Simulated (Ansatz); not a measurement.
`CCB1CC1` → `B/C=C/CC`  (isomerisation)

Isolated molecules relaxed with PBE0-D4/def2-TZVP in Ansatz; ΔE leaves out vibrations. CCSD(T)/CBS adds triple-zeta CCSD(T) − MP2 to the extrapolated MP2 energy (def2 sets, frozen cores). Functionals use def2-TZVPP. Each species was taken in one conformer, which may not be the lowest.

`CCB1CC1`:

Z-matrix (Å, degrees):
```
C
C 1 1.541
H 1 1.092 2 110.7
H 1 1.093 2 111.5 3 -119.8
H 1 1.093 2 111.4 3 119.8
B 2 1.547 1 107.4 3 -179.9
H 2 1.094 1 108.8 3 -58.8
H 2 1.094 1 108.9 3 58.7
C 6 1.528 2 149.2 1 81.8
C 6 1.527 2 149.5 1 -84.4
H 9 1.087 6 120.4 2 -66.1
H 9 1.087 6 120.2 2 82.2
H 10 1.087 6 120.3 2 -82.3
H 10 1.087 6 120.4 2 66.0
```

`B/C=C/CC`:

Cartesian coordinates in Å:
```
B -1.608 -0.498 2.178
C -0.329 -0.553 1.348
C -0.356 -0.304 0.027
C 0.807 -0.311 -0.898
C 0.981 1.026 -1.614
H -2.642 -0.226 1.633
H -1.611 -0.718 3.355
H 0.637 -0.792 1.791
H -1.317 -0.059 -0.427
H 0.647 -1.094 -1.650
H 1.717 -0.575 -0.351
H 0.082 1.292 -2.176
H 1.177 1.828 -0.899
H 1.816 0.985 -2.316
```

CCSD(T)/CBS gives -29.4 kJ/mol.

Question: Another level gave -32.4 kJ/mol. Which?
A. B2PLYP/def2-TZVPP
B. PBE0/def2-TZVPP
C. MP2/def2-TZVPP
D. r2SCAN-D4/def2-TZVPP

Answer: A. B2PLYP -32.4, r2SCAN-D4 -14.0, PBE0 -8.5, MP2/def2-TZVPP -23.8 kJ/mol.

Largest T1 diagnostic among the species: 0.010.

In def2-TZVPP, CCSD(T) changes the Hartree–Fock value by +21.3 kJ/mol (the triples alone add −1.5 kJ/mol) and MP2 by +29.0 kJ/mol. From PBE to PBE0 (25 % exact exchange), in def2-TZVPP and without D4, ΔE moves by +3.2 kJ/mol.
